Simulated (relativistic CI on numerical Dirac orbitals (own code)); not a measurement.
# How well does a small relativistic CI reproduce Ni VI?

Calculated at this level of theory: Dirac-Coulomb-Breit CI, KLI orbitals optimised for each configuration, QED by a radiative potential, valence Slater integrals scaled by 0.9, configuration energies shifted to the measured levels that pair with them (semi-empirical) (own radial code, finite nucleus).

CI space (outside the closed core [Ne]): 3s²3p⁶3d⁵, 3s²3p⁶3d⁴4s, 3s²3p⁵3d⁶, 3s²3p⁶3d⁴4p, 3s²3p⁶3d⁴4d, 3s²3p⁴3d⁷, 3s²3p⁶3d⁴5s, 3s3p⁶3d⁶, 3s²3p⁶3d⁴5p, 3s²3p⁶3d⁴4f, 3s²3p⁶3d³4s², 3s²3p⁶3d⁴5d, 3s²3p⁶3d⁴5f, 3s²3p⁶3d⁴5g, 3s²3p⁶3d³4s4p, 3s²3p⁶3d³4p², 3s²3p⁵3d⁵4s, 3s²3p⁶3d³4s4d, 3p⁶3d⁷, 3s²3p⁵3d⁵4p, 3s²3p⁶3d³4p4d. Levels of other configurations are missing.

| Configuration | Term (tabulated) | J | Measured (cm⁻¹) | Computed | Error | Purity (%) |
| --- | --- | --- | --- | --- | --- | --- |
| 3s²3p⁶3d⁵ | 6S | 5/2 | 0.0 | 0 | 0 | 99 |
| 3s²3p⁶3d⁵ | 4G | 11/2 | 41920.9 | 42448 | 527 | 99 |
| 3s²3p⁶3d⁵ | 4P | 5/2 | 45884.2 | 43472 | -2412 | 93 |
| 3s²3p⁶3d⁵ | 4P | 3/2 | 46104.4 | 43658 | -2447 | 95 |
| 3s²3p⁶3d⁵ | 4P | 1/2 | 46324.8 | 43804 | -2520 | 98 |
| 3s²3p⁶3d⁵ | 4D | 7/2 | 50331.0 | 49818 | -513 | 98 |
| 3s²3p⁶3d⁵ | 2I | 11/2 | 61196.0 | 62700 | 1504 | 97 |
| 3s²3p⁶3d⁵ | 2I | 13/2 | 61279.5 | 62824 | 1545 | 100 |
| 3s²3p⁶3d⁵ | 2D3 | 5/2 | 64152.4 | 61638 | -2514 | 69 |
| 3s²3p⁶3d⁵ | 2D3 | 3/2 | 65173.5 | 62674 | -2500 | 94 |
| 3s²3p⁶3d⁵ | 2F1 | 7/2 | 67085.1 | 64679 | -2406 | 97 |
| 3s²3p⁶3d⁵ | 2H | 9/2 | 72908.8 | 72100 | -809 | 83 |
| 3s²3p⁶3d⁵ | 2H | 11/2 | 73756.6 | 72802 | -955 | 97 |
| 3s²3p⁶3d⁵ | 2G2 | 7/2 | 74627.7 | 74497 | -131 | 98 |
| 3s²3p⁶3d⁵ | 2G2 | 9/2 | 75441.7 | 75103 | -339 | 82 |
| 3s²3p⁶3d⁵ | 2F2 | 7/2 | 79608.3 | 78841 | -767 | 98 |
| 3s²3p⁶3d⁵ | 2S | 1/2 | 86532.1 | 84969 | -1563 | 99 |
| 3s²3p⁶3d⁵ | 2D2 | 3/2 | 96461.2 | 93762 | -2700 | 99 |
| 3s²3p⁶3d⁵ | 2D2 | 5/2 | 96566.5 | 93885 | -2682 | 98 |
| 3s²3p⁶3d⁵ | 2P | 3/2 | 129951.6 | 127299 | -2653 | 98 |
| 3s²3p⁶3d⁵ | 2P | 1/2 | 130025.9 | 127380 | -2646 | 99 |
| 3s²3p⁶3d⁵ | 2D1 | 5/2 | 140922.2 | 136561 | -4362 | 99 |
| 3s²3p⁶3d⁵ | 2D1 | 3/2 | 141006.8 | 136658 | -4349 | 98 |
| 3s²3p⁶3d⁴4s | 6D | 1/2 | 295882.7 | 295586 | -296 | 99 |
| 3s²3p⁶3d⁴4s | 6D | 3/2 | 296198.1 | 295892 | -306 | 99 |
| 3s²3p⁶3d⁴4s | 6D | 5/2 | 296696.7 | 296379 | -318 | 99 |
| 3s²3p⁶3d⁴4s | 6D | 7/2 | 297350.5 | 297019 | -332 | 99 |
| 3s²3p⁶3d⁴4s | 6D | 9/2 | 298130.5 | 297784 | -346 | 99 |
| 3s²3p⁶3d⁴4s | 4D | 1/2 | 307843.9 | 307794 | -50 | 99 |
| 3s²3p⁶3d⁴4s | 4D | 3/2 | 308323.8 | 308259 | -65 | 99 |
| 3s²3p⁶3d⁴4s | 4D | 5/2 | 309054.9 | 308972 | -83 | 99 |
| 3s²3p⁶3d⁴4s | 4D | 7/2 | 309977.1 | 309873 | -104 | 99 |
| 3s²3p⁶3d⁴4s | 4P | 1/2 | 328437.2 | 329622 | 1185 | 97 |
| 3s²3p⁶3d⁴4s | 4H | 7/2 | 329486.2 | 327809 | -1678 | 98 |
| 3s²3p⁶3d⁴4s | 4H | 9/2 | 329754.2 | 328078 | -1676 | 97 |
| 3s²3p⁶3d⁴4s | 4P | 3/2 | 330001.6 | 331114 | 1112 | 98 |
| 3s²3p⁶3d⁴4s | 4H | 11/2 | 330141.0 | 328427 | -1714 | 98 |
| 3s²3p⁶3d⁴4s | 4H | 13/2 | 330580.5 | 328820 | -1760 | 99 |
| 3s²3p⁶3d⁴4s | 4F | 7/2 | 332175.4 | 332611 | 435 | 88 |
| 3s²3p⁶3d⁴4s | 4F | 9/2 | 332343.6 | 332771 | 427 | 88 |
| 3s²3p⁶3d⁴4s | 4P | 5/2 | 332344.8 | 333410 | 1065 | 99 |
| 3s²3p⁶3d⁴4s | 4G | 5/2 | 335384.5 | 335464 | 79 | 89 |
| 3s²3p⁶3d⁴4s | 4G | 7/2 | 335976.0 | 336026 | 50 | 87 |
| 3s²3p⁶3d⁴4s | 4G † | 9/2 | 336344.9 | 336470 | 125 | 87 |
| 3s²3p⁶3d⁴4s | 2P | 1/2 | 336404.8 | 337650 | 1245 | 97 |
| 3s²3p⁶3d⁴4s | 4G † | 11/2 | 336430.4 | 337016 | 585 | 71 |
| 3s²3p⁶3d⁴4s | 2H † | 9/2 | 337007.7 | 335351 | -1657 | 93 |
| 3s²3p⁶3d⁴4s | 2H † | 11/2 | 337993.9 | 335717 | -2277 | 71 |
| 3s²3p⁶3d⁴4s | 2P | 3/2 | 339260.1 | 340427 | 1167 | 97 |
| 3s²3p⁶3d⁴4s | 2F | 7/2 | 339335.8 | 339950 | 615 | 86 |
| 3s²3p⁶3d⁴4s | 2F | 5/2 | 339482.4 | 340104 | 621 | 96 |
| 3s²3p⁶3d⁴4s | 2G | 7/2 | 343052.0 | 343272 | 220 | 90 |
| 3s²3p⁶3d⁴4s | 2G | 9/2 | 343842.6 | 343919 | 76 | 98 |

Measured levels from Corliss and Sugar, J. Phys. Chem. Ref. Data 10, 197 (1981); pairs were made by configuration, J and term (by order where the table uses no LS term), so strongly mixed levels may be paired wrongly. Some J values or terms of the table were assigned by a fit.

Mean error by configuration (cm⁻¹): 3s²3p⁶3d⁵ -1622; 3s²3p⁶3d⁴4s -17. Over the excited levels the mean absolute error is 1247 cm⁻¹ (52 of the 54 excited levels that our extract of the source holds in range could be paired, and the others can miss by more), and the median relative error of those above 1,000 cm⁻¹ is 0.48 %, both after the shifts were fitted to these levels, so that a configuration with one level shows no error. Some levels of the ground configuration have no partner. † marks terms whose computed intervals miss the measured ones by more than a factor of 2.5, or configurations far off the rest, from wrong mixing, a near crossing or a doubtful label or measurement; they are left out of the means.

Configurations whose levels could be paired with our table of measured levels were shifted onto them, all but the ground configuration, by the median error of their levels; single terms can still be off by 1,000 to 2,000 cm⁻¹ or more, and rates follow the energies as ν³ (E1, M1) or ν⁵ (E2). The others borrow a shift and can be off by several thousand cm⁻¹ or more. 52 of the 54 excited levels that our extract of the measured tables holds in this range could be paired (the sources list more); they are missed by 1241 cm⁻¹ on average and 4362 at most, after the shifts were fitted to these levels, and levels without a partner can miss by more. Some levels of the ground configuration have no partner and can miss by 10 % or more.

Shifts applied (cm⁻¹): 3s²3p⁶3d⁵ 0; 3s²3p⁶3d⁴4s -8357.
